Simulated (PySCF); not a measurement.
C₅H₅F, SMILES FC1CC=CC=1. Atoms are numbered in the order given.

```xyz
11

F      0.0005     2.0542     0.0000
C     -0.0672     0.7241     0.0000
C     -1.1791    -0.0380     0.0000
C     -0.7401    -1.4422     0.0000
C      0.6110    -1.5114     0.0000
C      1.1754    -0.1140     0.0000
H     -2.2083     0.3183     0.0000
H     -1.4249    -2.2919     0.0000
H      1.2211    -2.4142     0.0000
H      1.8040     0.0943     0.8854
H      1.8040     0.0943    -0.8854
```

Geometry: B3LYP-D3(BJ)/def2-SVP. Other conformers were not sampled.

The numbers are results of PySCF with TDDFT-PBE0/def2-SVPD, not measurements.

Vertical excitations. Gas-phase values at a fixed geometry. State labels are in the subgroup Cs.

Computed excitation energies, oscillator strengths and character:
```tsv
state	symmetry	energy (eV)	λ (nm)	f	main pairs
S1	A'	4.95	251	0.072	HOMO→LUMO 99 %
S2	A"	6.17	201	0.001	HOMO→LUMO+1 99 %
S3	A"	6.48	191	0.016	HOMO→LUMO+2 98 %
S4	A'	6.69	185	0.005	HOMO→LUMO+4 53 %, HOMO−1→LUMO 47 %
S5	A"	6.94	179	0.006	HOMO→LUMO+3 99 %
S6	A"	7.43	167	0.003	HOMO→LUMO+5 77 %, HOMO−2→LUMO 20 %
S7	A"	7.49	166	0.003	HOMO−2→LUMO 78 %, HOMO→LUMO+5 20 %
S8	A"	7.66	162	0.000	HOMO→LUMO+6 99 %
S9	A'	8.05	154	0.315	HOMO→LUMO+7 42 %, HOMO−1→LUMO 28 %, HOMO→LUMO+4 27 %
S10	A"	8.08	153	0.000	HOMO→LUMO+8 93 %
T1	A'	2.96	419	0	HOMO→LUMO 96 %
T2	A'	4.90	253	0	HOMO→LUMO+4 53 %, HOMO−1→LUMO 43 %
T3	A"	6.07	204	0	HOMO→LUMO+1 93 %
T4	A"	6.28	197	0	HOMO→LUMO+2 91 %
```
Triplets are in the Tamm–Dancoff approximation, which puts them higher than full response would, so one can lie above its singlet here.
